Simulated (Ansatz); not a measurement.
A nudged elastic band was laid between two geometries of GaH8NSi (11 atoms, charge 0, multiplicity 1).

The calculation used RKS B3LYP/def2-SVP in Ansatz 0.2.0.

- movable images: 7
- climbing image: yes
- spring: 5.0 eV/Å²
- optimiser: quadratic models (default)
- start path: through a guess of the saddle point
- force threshold: 0.03 eV/Å
- iteration limit: 60
- end points: relaxed

Image 0:

```xyz
11
Properties=species:S:1:pos:R:3
Ga 0.104 -0.227 -0.068
H -0.240 1.053 0.800
H 1.636 -0.544 -0.338
H -0.955 -0.722 -1.137
N -0.263 -1.766 1.481
H -0.881 -2.451 1.039
Si 1.249 -2.499 2.132
H 1.889 -3.234 1.016
H 2.087 -1.388 2.645
H 0.921 -3.442 3.242
H -0.820 -1.290 2.195
```

Image 8:

```xyz
11
Properties=species:S:1:pos:R:3
Ga 0.435 -0.815 -0.465
H -1.551 0.894 2.376
H 1.803 -0.056 -0.483
H -0.790 -0.588 -1.413
N 0.232 -2.129 0.817
H -0.669 -2.607 0.796
Si 1.367 -2.724 2.005
H 1.739 -4.156 1.774
H 2.597 -1.888 1.914
H 0.820 -2.638 3.395
H -1.256 0.197 2.293
```

Which bonds break or form, and what moves?

Bonds broken: Ga1–H2, N5–H11. Bonds formed: H2–H11. GaH8NSi becomes GaH6NSi + H2.

What energy profile does the band end with?

The run converged. The highest image is number 4 of 0 to 8, 1.43 eV above the first end and 1.00 eV above the last; the last end lies 0.43 eV above the first. A vibrational analysis at the climbing image gives one clearly imaginary mode, 1320i cm⁻¹: a first-order saddle point. The orbitals stay closed-shell, which can raise the energy where a bond breaks towards radicals; this wasn't checked here.

| image | path coordinate (Å) | energy (eV) | Ga1–H2 (Å) | N5–H11 (Å) | H2–H11 (Å) |
| --- | --- | --- | --- | --- | --- |
| 0 | 0.00 | 0.00 | 1.58 | 1.02 | 2.79 |
| 1 | 0.51 | 0.02 | 1.59 | 1.02 | 2.60 |
| 2 | 1.03 | 0.12 | 1.60 | 1.02 | 2.16 |
| 3 | 1.54 | 0.52 | 1.65 | 1.06 | 1.57 |
| 4 | 2.06 | 1.43 | 1.85 | 1.43 | 1.00 |
| 5 | 2.98 | 0.59 | 2.51 | 2.32 | 0.77 |
| 6 | 3.91 | 0.45 | 3.00 | 3.03 | 0.76 |
| 7 | 4.83 | 0.43 | 3.37 | 3.40 | 0.76 |
| 8 | 5.76 | 0.43 | 3.86 | 3.13 | 0.76 |

What is the geometry of the highest image?


```xyz
11
Properties=species:S:1:pos:R:3
Ga 0.095 -0.534 -0.229
H -0.544 0.457 1.202
H 1.565 -0.066 -0.465
H -1.093 -0.666 -1.235
N -0.074 -1.832 1.318
H -0.924 -2.396 1.258
Si 1.241 -2.594 2.202
H 1.936 -3.659 1.414
H 2.233 -1.533 2.536
H 0.729 -3.215 3.461
H -0.436 -0.472 1.548
```

What are the harmonic wavenumbers there?

1320i, 100, 135, 164, 412, 444, 552, 652, 675, 700, 721, 735, 822, 912, 941, 968, 987, 1076, 1390, 1701, 1810, 1980, 1995, 2196, 2214, 2236, 3526 cm⁻¹.

The band took 23 iterations and of the order of 15 core-minutes.

The run took 7.8 min on 2 threads of Arm Neoverse V2, with other jobs on the host, peak memory 0.24 GiB.
